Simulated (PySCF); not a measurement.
**Spinor energies of Si⁺ (silicon, charge +1)**

Start: [Ne] 3s2 3p1; 3p1/2 filled at m_j = +1/2. Calculated with PySCF 2.14 in x2c-SVPall-2c: generalised Hartree-Fock with the X2C-1e Hamiltonian and a Gaussian nucleus; one run each with spin-orbit coupling (SO) switched off, then screened by Boettger's factors.

```json
{"spinor shell": "1s1/2", "electrons": "2", "ε, spin-free (eV)": "-1885.7", "ε, screened SO (eV)": "-1885.6", "weight of nominal j (screened SO)": "1.000", "rms radius, screened SO (bohr)": "0.129"}
{"spinor shell": "2s1/2", "electrons": "2", "ε, spin-free (eV)": "-177.74", "ε, screened SO (eV)": "-177.73", "weight of nominal j (screened SO)": "1.000", "rms radius, screened SO (bohr)": "0.613"}
{"spinor shell": "2p1/2", "electrons": "2", "ε, spin-free (eV)": "-125.32", "ε, screened SO (eV)": "-125.99", "weight of nominal j (screened SO)": "0.983", "rms radius, screened SO (bohr)": "0.597"}
{"spinor shell": "2p3/2", "electrons": "4", "ε, spin-free (eV)": "-125.32", "ε, screened SO (eV)": "-124.97", "weight of nominal j (screened SO)": "0.992", "rms radius, screened SO (bohr)": "0.600"}
{"spinor shell": "3s1/2", "electrons": "2", "ε, spin-free (eV)": "-22.890", "ε, screened SO (eV)": "-22.883", "weight of nominal j (screened SO)": "0.996", "rms radius, screened SO (bohr)": "2.25"}
{"spinor shell": "3p1/2", "electrons": "1", "ε, spin-free (eV)": "-16.206", "ε, screened SO (eV)": "-16.230", "weight of nominal j (screened SO)": "0.929", "rms radius, screened SO (bohr)": "2.71"}
```

```tsv
quantity	spin-free	screened SO
E (hartree)	-289.06911	-289.07013
M_J	1/2	1/2
⟨J²⟩	1.038	0.980
⟨L²⟩	2.047	2.047
⟨S²⟩	0.766	0.766
```

Each row is a mean over spinors that exchange with the open shell spreads, by up to 0.750 eV (2p1/2).

⟨J²⟩ departs a little from M_J(M_J + 1) because the unrestricted spinors polarise the closed shells.

Without spin-orbit coupling the j labels of p, d and f shells carry no meaning; the spin-free column gives the mean over the occupied spinors of each nl shell, and its ⟨J²⟩ belongs to a mixture of degenerate components.
